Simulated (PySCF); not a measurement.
## Dipole response of Ca⁺ (calcium, charge +1)

[Ar] 4s1, 2S determinant. Calculation: PySCF 2.14, in def2-TZVPPD (6s5p3d, 36 functions); no relativity, point nucleus. Coupled (time-dependent) response in atomic units; α is the mean over directions.

```csv
method,mean α (bohr³),C₆ (like pair),S(−4)
UHF,98.11,782.8,9238
PBE,81.60,599.5,6418
PBE0,86.83,655.0,7272
BHandHLYP,77.01,555.4,5623
```

S(−4) is the Cauchy moment in α(ω) = α(0) + S(−4) ω² + …

α(iu) at UHF:

| u (hartree) | α(iu) (bohr³) |
| --- | --- |
| 0 | 98.11 |
| 0.0500 | 79.54 |
| 0.100 | 51.33 |
| 0.200 | 22.63 |
| 0.300 | 12.88 |
| 0.500 | 6.644 |
| 0.750 | 4.196 |
| 1.00 | 3.057 |
| 1.50 | 1.874 |
| 2.00 | 1.256 |
| 3.00 | 0.6620 |
| 5.00 | 0.2708 |

A single London oscillator, α(iu) = α/(1 + u²/ω²), gives C₆ = (3/4) ω α². Matching the computed C₆ needs ω = 4 × 782.8 / (3 × 98.11²) = 0.108 hartree.

For an ion, C₆ is the dispersion term alone; charge-induced terms of lower order in 1/R come first.
